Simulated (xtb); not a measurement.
xtb input (GFN2-xTB):

```bash
xtb mol.xyz --gfn 2 --sp --chrg 1 --uhf 0
```
mol.xyz:
```
2

C     -0.00000000    -0.00000000    -1.83145497
I      0.00000000     0.00000000     0.20733452
```

End of the output:

```
         :::::::::::::::::::::::::::::::::::::::::::::::::::::
         ::                     SUMMARY                     ::
         :::::::::::::::::::::::::::::::::::::::::::::::::::::
         :: total energy              -5.186839644093 Eh    ::
         :: gradient norm              0.123113781837 Eh/a0 ::
         :: HOMO-LUMO gap              2.287900441691 eV    ::
         ::.................................................::
         :: SCC energy                -5.200673543380 Eh    ::
         :: -> isotropic ES            0.182882428746 Eh    ::
         :: -> anisotropic ES         -0.003894060925 Eh    ::
         :: -> anisotropic XC          0.001234957287 Eh    ::
         :: -> dispersion             -0.000612402381 Eh    ::
         :: repulsion energy           0.013833899287 Eh    ::
         :: add. restraining           0.000000000000 Eh    ::
         :: total charge               1.000000000000 e     ::
         :::::::::::::::::::::::::::::::::::::::::::::::::::::

           -------------------------------------------------
          |                Property Printout                |
           -------------------------------------------------

    * Orbital Energies and Occupations

         #    Occupation            Energy/Eh            Energy/eV
      -------------------------------------------------------------
         1        2.0000           -1.1075707             -30.1385
         2        2.0000           -0.9355184             -25.4568
         3        2.0000           -0.8411566             -22.8890
         4        2.0000           -0.8411566             -22.8890
         5        2.0000           -0.8301197             -22.5887 (HOMO)
         6                         -0.7460409             -20.3008 (LUMO)
         7                         -0.7460409             -20.3008
         8                         -0.5756227             -15.6635
         9                         -0.4050591             -11.0222
        10                         -0.4050591             -11.0222
        11                         -0.3352052              -9.1214
        12                         -0.3352052              -9.1214
Note: The following floating-point exceptions are signalling: IEEE_DENORMAL
normal termination of xtb
        13                          0.0828698               2.2550
      -------------------------------------------------------------
                  HL-Gap            0.0840788 Eh            2.2879 eV
             Fermi-level           -0.7880803 Eh          -21.4448 eV

     #   Z          covCN         q      C6AA      α(0)
     1   6 C        0.962     0.256    28.997     9.036
     2  53 I        0.962     0.744   322.034    30.978

 Mol. C6AA /au·bohr⁶  :        544.081573
 Mol. C8AA /au·bohr⁸  :      40367.288549
 Mol. α(0) /au        :         40.014654

Wiberg/Mayer (AO) data.
largest (>0.10) Wiberg bond orders for each atom

 ---------------------------------------------------------------------------
     #   Z sym  total        # sym  WBO       # sym  WBO       # sym  WBO
 ---------------------------------------------------------------------------
     1   6 C    2.639 --     2 I    2.639
     2  53 I    2.639 --     1 C    2.639
 ---------------------------------------------------------------------------

Topologies differ in total number of bonds
Writing topology from bond orders to xtbtopo.mol

molecular dipole:
                 x           y           z       tot (Debye)
 q only:        0.000       0.000      -0.594
   full:       -0.000       0.000       0.410       1.042
molecular quadrupole (traceless):
                xx          xy          yy          xz          yz          zz
 q only:       -1.589       0.000      -1.589       0.000       0.000       3.178
  q+dip:       -1.338       0.000      -1.338       0.000       0.000       2.675
   full:       -0.119       0.000      -0.119       0.000       0.000       0.238

           -------------------------------------------------
          | TOTAL ENERGY               -5.186839644093 Eh   |
          | GRADIENT NORM               0.123113781837 Eh/α |
          | HOMO-LUMO GAP               2.287900441691 eV   |
           -------------------------------------------------

------------------------------------------------------------------------
------------------------------------------------------------------------
 total:
 SCF:
```

This state (charge 1, singlet) is run at the relaxed geometry of the species with charge 0 and multiplicity 2.
